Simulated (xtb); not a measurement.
Br₃Zr (SMILES [Br][Zr+]([Br])[Br]), charge +1, singlet, at a GFN2-xTB geometry (such geometries of metal compounds can be far from the true shape) (the multiplicity is a formal guess). Base run: GFN2-xTB run with xtb.

Geometry (Å):
```xyz
4

Zr    -0.3802     0.3491     0.7373
Br    -1.5280    -1.4532    -0.5183
Br     0.1244     1.8007    -1.2071
Br     1.8380    -0.7465     0.8828
```
Charge +1, spin multiplicity 1.
All else is at xtb's defaults.
Base energy -13.58473 Eh.

Variants of this job, named by their change:

| change | ΔE vs base (kJ/mol) | HOMO-LUMO gap (eV) | G_solv (kcal/mol) | SCF cycles |
|---|---|---|---|---|
| base | 0.00 | 2.19 | - | 13 |
| alpb = water | … | … | … | 13 |
| gbsa = acetonitrile | … | 2.35 | … | 12 |
| etemp = 3000 | -4.14 | 2.27 | - | 18 |
| acc = 0.0001 | 0.00 | 2.19 | - | 20 |
| alpb = methanol | -214.5 | 2.35 | -51.83 | 12 |
| alpb = dmso | -211.0 | 2.30 | -50.69 | 12 |

Task: What belongs in the gaps?

Result: 
- alpb = water, ΔE vs base (kJ/mol): -128.7
- alpb = water, HOMO-LUMO gap (eV): 2.16
- alpb = water, G_solv (kcal/mol): -30.80
- gbsa = acetonitrile, ΔE vs base (kJ/mol): -256.5
- gbsa = acetonitrile, G_solv (kcal/mol): -61.84

ALPB and GBSA are two models with their own fitted parameters for each solvent, which aren't always the measured dielectric constant.
